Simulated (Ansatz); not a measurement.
Cartesian coordinates (Å):
```xyz
3

Mg     0.0000     0.0000     0.0000
H     -1.7952    -0.0004     0.0000
H      1.7952     0.0004     0.0000
```
Charge +1, spin multiplicity 2.

Method: frozen-core CCSD(T)/def2-TZVPP // PBE0-D3(BJ)/def2-TZVP run with Ansatz (a quantum-chemistry and plane-wave program). Warnings of the run: other_roots.

The HF energy is -200.40425 Ha and the MP2 correlation energy comes out as -0.18583 Ha.

### Question
Estimate the CCSD correlation energy, the (T) correction, the total energy and the T1 diagnostic.

### Answer

```
Quantity                         Value
-----------------------  -------------
CCSD correlation energy    -0.20852 Ha
(T) correction             -0.00214 Ha
CCSD(T) total energy     -200.61491 Ha
T1 diagnostic                    0.036
```
